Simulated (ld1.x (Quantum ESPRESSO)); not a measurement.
**Building the TM potential for caesium (PBEsol, fully relativistic).**

ld1.x (Quantum ESPRESSO) 7.5 was run on this input:

```
&input
   title='Cs', zed=55., rel=2, dft='PBESOL', iswitch=3,
   config='[Xe] 4f-2 5d0 6s1 6p0', rel_dist='average',
   nld=7, rlderiv=4.70, eminld=-2.0, emaxld=5.0, deld=0.02
 /
 &inputp
   pseudotype=2, tm=.true., lloc=-1, rcloc=3.30,
   nlcc=.true., new_core_ps=.true.,
   file_pseudopw='Cs.UPF', file_wfcaegen='ae.wfc', file_wfcncgen='nc.wfc', file_beta='beta', file_chi='chi'
 /
4
6S  1  0   1.00   0.00  4.20  4.20  0.0
6P  2  1   0.00   0.00  4.20  4.20  0.0
5D  3  2   0.00   0.00  3.75  3.75  0.0
4F  4  3  -2.00   0.25  4.35  4.35  0.0
 &test
   configts(1)='5d0 6s1 6p0'
 /
```

Command:

```bash
ld1.x < Cs.in > Cs.out
```

Resulting log (shortened: banner, matrices, multipoles, cross overlaps and the repeated all-electron block are left out):

```
Program LD1 v.7.5
     --------------------------- All-electron run ----------------------------

     Cs
     dirac relativistic calculation

     atomic number is 55.00
     dft =PBESOL   lsd =0 sic =0 latt =0  beta=0.20 tr2=1.0E-14
     Exchange-correlation= PBESOL
                           (   1   4  10   8   0   0   0)
     mesh =1251 r(mesh) = 101.25750 a.u. xmin = -7.00 dx = 0.01250
     1 Ry =  13.60569312 eV, c = 137.03599908

     n l j   nl                  e(Ry)          e(Ha)          e(eV)
     Spin orbit split results
     1 0 0.5 1S 1( 2.00)     -2627.9253     -1313.9627    -35754.7458
     2 0 0.5 2S 1( 2.00)      -412.0850      -206.0425     -5606.7016
     2 1 0.5 2P 1( 2.00)      -387.7157      -193.8578     -5275.1407
     2 1 1.5 2P 1( 4.00)      -361.8429      -180.9214     -4923.1234
     3 0 0.5 3S 1( 2.00)       -85.6560       -42.8280     -1165.4087
     3 1 0.5 3P 1( 2.00)       -75.4759       -37.7380     -1026.9024
     3 1 1.5 3P 1( 4.00)       -70.5186       -35.2593      -959.4548
     4 0 0.5 4S 1( 2.00)       -16.1526        -8.0763      -219.7668
     4 1 0.5 4P 1( 2.00)       -12.4999        -6.2500      -170.0703
     4 1 1.5 4P 1( 4.00)       -11.4856        -5.7428      -156.2701
     3 2 1.5 3D 1( 4.00)       -52.6191       -26.3095      -715.9189
     3 2 2.5 3D 1( 6.00)       -51.5662       -25.7831      -701.5941
     5 0 0.5 5S 1( 2.00)        -1.9663        -0.9832       -26.7532
     5 1 0.5 5P 1( 2.00)        -1.0790        -0.5395       -14.6801
     5 1 1.5 5P 1( 4.00)        -0.9580        -0.4790       -13.0348
     4 2 1.5 4D 1( 4.00)        -5.5469        -2.7734       -75.4692
     4 2 2.5 4D 1( 6.00)        -5.3787        -2.6894       -73.1810
     5 2 1.5 5D 1( 0.00)        -0.0293        -0.0147        -0.3992
     5 2 2.5 5D 1( 0.00)        -0.0266        -0.0133        -0.3616
     6 0 0.5 6S 1( 1.00)        -0.1531        -0.0766        -2.0834
     6 1 0.5 6P 1( 0.00)        -0.0570        -0.0285        -0.7760
     6 1 1.5 6P 1( 0.00)        -0.0519        -0.0259        -0.7055
     Averaged results
     1 0     1S 1( 2.00)     -2627.9253     -1313.9627    -35754.7458
     2 0     2S 1( 2.00)      -412.0850      -206.0425     -5606.7016
     2 1     2P 1( 6.00)      -370.4672      -185.2336     -5040.4625
     3 0     3S 1( 2.00)       -85.6560       -42.8280     -1165.4087
     3 1     3P 1( 6.00)       -72.1711       -36.0855      -981.9374
     4 0     4S 1( 2.00)       -16.1526        -8.0763      -219.7668
     4 1     4P 1( 6.00)       -11.8237        -5.9119      -160.8702
     3 2     3D 1(10.00)       -51.9874       -25.9937      -707.3240
     5 0     5S 1( 2.00)        -1.9663        -0.9832       -26.7532
     5 1     5P 1( 6.00)        -0.9983        -0.4992       -13.5832
     4 2     4D 1(10.00)        -5.4460        -2.7230       -74.0963
     5 2     5D 1( 0.00)        -0.0277        -0.0138        -0.3766
     6 0     6S 1( 1.00)        -0.1531        -0.0766        -2.0834
     6 1     6P 1( 0.00)        -0.0536        -0.0268        -0.7290

     final scf error:  6.3E-15 reached in  25 iterations

     Etot =  -15574.299115 Ry,   -7787.149558 Ha, -211899.134365 eV

     Ekin =   16585.064895 Ry,    8292.532448 Ha,  225651.303392 eV
     Encl =  -37879.304954 Ry,  -18939.652477 Ha, -515374.198915 eV
     Eh   =    6098.958206 Ry,    3049.479103 Ha,   82980.553718 eV
     Exc  =    -379.017262 Ry,    -189.508631 Ha,   -5156.792560 eV

     normalization and overlap integrals

     s(1S/1S) =  1.000000  <r> =   0.0261  <r2> =    0.0009  r(max) =   0.0169
     s(2S/2S) =  1.000000  <r> =   0.1117  <r2> =    0.0148  r(max) =   0.0947
     s(2P/2P) =  1.000000  <r> =   0.0940  <r2> =    0.0109  r(max) =   0.0728
     s(2P/2P) =  1.000000  <r> =   0.0999  <r2> =    0.0122  r(max) =   0.0775
     s(3S/3S) =  1.000000  <r> =   0.2989  <r2> =    0.1022  r(max) =   0.2739
     s(3P/3P) =  1.000000  <r> =   0.2888  <r2> =    0.0970  r(max) =   0.2606
     s(3P/3P) =  1.000000  <r> =   0.3006  <r2> =    0.1048  r(max) =   0.2705
     s(4S/4S) =  1.000000  <r> =   0.6949  <r2> =    0.5454  r(max) =   0.6409
     s(4P/4P) =  1.000000  <r> =   0.7208  <r2> =    0.5916  r(max) =   0.6572
     s(4P/4P) =  1.000000  <r> =   0.7484  <r2> =    0.6377  r(max) =   0.6823
     s(3D/3D) =  1.000000  <r> =   0.2714  <r2> =    0.0872  r(max) =   0.2187
     s(3D/3D) =  1.000000  <r> =   0.2752  <r2> =    0.0894  r(max) =   0.2215
     s(5S/5S) =  1.000000  <r> =   1.7404  <r2> =    3.4170  r(max) =   1.5375
     s(5P/5P) =  1.000000  <r> =   2.0196  <r2> =    4.6572  r(max) =   1.7206
     s(5P/5P) =  1.000000  <r> =   2.1178  <r2> =    5.1273  r(max) =   1.8088
     s(4D/4D) =  1.000000  <r> =   0.8311  <r2> =    0.8048  r(max) =   0.7172
     s(4D/4D) =  1.000000  <r> =   0.8416  <r2> =    0.8251  r(max) =   0.7263
     s(5D/5D) =  1.000000  <r> =   6.0017  <r2> =   46.9497  r(max) =   3.3373
     s(5D/5D) =  1.000000  <r> =   6.2276  <r2> =   50.4608  r(max) =   3.5084
     s(6S/6S) =  1.000000  <r> =   5.6809  <r2> =   36.7858  r(max) =   4.7954
     s(6P/6P) =  1.000000  <r> =   7.8045  <r2> =   69.8765  r(max) =   6.4732
     s(6P/6P) =  1.000000  <r> =   8.1108  <r2> =   75.4180  r(max) =   6.7205

     ------------------------ End of All-electron run ------------------------

     --------------------- Generating NC pseudopotential ---------------------

      Generating local potential from pseudized AE potential:
      Matching radius rcloc =   3.3000

      Local pseudo, rcloc= 3.296 Estimated cut-off energy=     2.32 Ry

      Computing core charge for nlcc:

       r > 3.78 : true rho core
      Core charge pseudized with two Bessel functions
      Integrated core pseudo-charge :   5.04

     Fully relativistic calculation: |psi|^2

     Wfc 6S LC norm =  0.99998674 SC norm =  0.00001244 missing  0.00000082

     Wfc 6P LC norm =  0.99999362 SC norm =  0.00000621 missing  0.00000017

     Wfc 6P LC norm =  0.99999402 SC norm =  0.00000484 missing  0.00000114

     Wfc 5D LC norm =  0.99998449 SC norm =  0.00001533 missing  0.00000017

     Wfc 5D LC norm =  0.99998575 SC norm =  0.00001252 missing  0.00000173

      Wfc   6S  rcut= 4.232  Using Troullier-Martins method

      Wfc   6P  rcut= 4.232  Using Troullier-Martins method

      Wfc   6P  rcut= 4.232  Using Troullier-Martins method

      Wfc   5D  rcut= 3.735  Using Troullier-Martins method

      Wfc   5D  rcut= 3.735  Using Troullier-Martins method

      Wfc   4F  rcut= 4.339  Using Troullier-Martins method

      Wfc   4F  rcut= 4.339  Using Troullier-Martins method

     ------------------- End of pseudopotential generation -------------------

     Computing logarithmic derivative in   4.70646
     Computing logarithmic derivative in   4.70646
     Computing the partial wave expansion
     R is outside the sphere for l=    0 j= 0.50
     R is outside the sphere for l=    1 j= 0.50
     R is outside the sphere for l=    1 j= 1.50
     R is outside the sphere for l=    2 j= 1.50
     R is outside the sphere for l=    2 j= 2.50
     R is outside the sphere for l=    3 j= 2.50
     R is outside the sphere for l=    3 j= 3.50

     ---------------------- Testing the pseudopotential ----------------------

     Cs
     dirac relativistic calculation

     atomic number is 55.00   valence charge is  1.00
     dft =PBESOL   lsd =0 sic =0 latt =0  beta=0.20 tr2=1.0E-14
     mesh =1251 r(mesh) = 101.25750 xmin = -7.00 dx = 0.01250

     n l  j  nl             e AE (Ry)       e PS (Ry)    De AE-PS (Ry)
     3 2 1.5 5D   1( 0.00)       -0.02934       -0.02934       -0.00000
     3 2 2.5 5D   1( 0.00)       -0.02657       -0.02657       -0.00000
     1 0 0.5 6S   1( 1.00)       -0.15313       -0.15313        0.00000
     2 1 0.5 6P   1( 0.00)       -0.05703       -0.05703       -0.00000
     2 1 1.5 6P   1( 0.00)       -0.05186       -0.05185       -0.00000

     eps = 6.3E-15  iter =  3

     Etot =  -15574.299115 Ry,   -7787.149558 Ha, -211899.134365 eV
     Etotps =    -3.274031 Ry,      -1.637015 Ha,     -44.545455 eV

     Ekin =       0.083589 Ry,       0.041794 Ha,       1.137281 eV
     Encl =      -0.420800 Ry,      -0.210400 Ha,      -5.725274 eV
     Ehrt =       0.158595 Ry,       0.079298 Ha,       2.157801 eV
     Ecxc =      -3.204870 Ry,      -1.602435 Ha,     -43.604483 eV
     (Ecc =      -2.993759 Ry,      -1.496880 Ha,     -40.732173 eV)
     Epseu=       0.109456 Ry,       0.054728 Ha,       1.489220 eV

     ---------------------- End of pseudopotential test ----------------------
```

Note: ghost state, extra bound levels that the all-electron valence spectrum of the same l lacks: s at -12.5 eV. A true bound ghost makes a file unfit for plane-wave use.

Generation and configuration tests took about 1.6 s on one core of a shared server CPU.
